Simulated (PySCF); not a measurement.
## Mayer bond orders and bond lengths

Species: C7H6N2.
Atom-mapped SMILES: `[cH:1]1[cH:2][cH:3][c:4]2[nH:5][n:6][cH:7][c:8]2[cH:9]1` (hydrogens: H10 on C1; H11 on C2; H12 on C3; H13 on N5; H14 on C7; H15 on C9)

Bond orders from the PBE0/pcSseg-1 density (PySCF). Isolated species at its PBE0-D3(BJ)/def2-SVP geometry, gas phase.

**Question.** How far do the computed orders between heavy atoms stray from the drawn ones?

**Answer.** The largest departure is 0.526, at C4–N5 (drawn aromatic, 0.974), counting aromatic bonds as 1.5. The bonds drawn aromatic range from 0.97 to 1.61.

**Question.** Give the Mayer order of every bond, beside its length.

**Answer.** 
```tsv
bond	drawn as	length (Å)	Mayer order
C1–C2	aromatic	1.413	1.350
C2–C3	aromatic	1.384	1.518
C3–C4	aromatic	1.403	1.322
C4–N5	aromatic	1.362	0.974
N5–N6	aromatic	1.338	1.187
N6–C7	aromatic	1.315	1.610
C7–C8	aromatic	1.429	1.252
C8–C9	aromatic	1.406	1.279
C9–C1	aromatic	1.384	1.525
C8–C4	aromatic	1.417	1.156
C1–H10	single	1.092	0.961
C2–H11	single	1.093	0.959
C3–H12	single	1.092	0.948
N5–H13	single	1.010	0.938
C7–H14	single	1.089	0.991
C9–H15	single	1.092	0.984
```

Bonds between the same two heavy elements. C–C: lowest C8–C4 (1.156, 1.417 Å), highest C9–C1 (1.525, 1.384 Å); in 3 of the 21 pairs the longer bond (by over 0.003 Å) has the higher order (by 0.02 or more). C–N: lowest C4–N5 (0.974, 1.362 Å), highest N6–C7 (1.610, 1.315 Å).

**Question.** Sum the orders of all bonds at each heavy atom with more than one neighbour and set the sums beside the valence in the SMILES.

**Answer.** C1 3.836 (drawn 4), C2 3.827 (drawn 4), C3 3.788 (drawn 4), C4 3.452 (drawn 4), N5 3.099 (drawn 3), N6 2.797 (drawn 3), C7 3.853 (drawn 4), C8 3.687 (drawn 4), C9 3.788 (drawn 4). Orders between atoms that aren't bonded are not in these sums.

Mayer orders depend on the basis set.

These values come from a run that also computed NMR shieldings. On one thread of an Arm Neoverse V1 (shared host), this took 22 s.
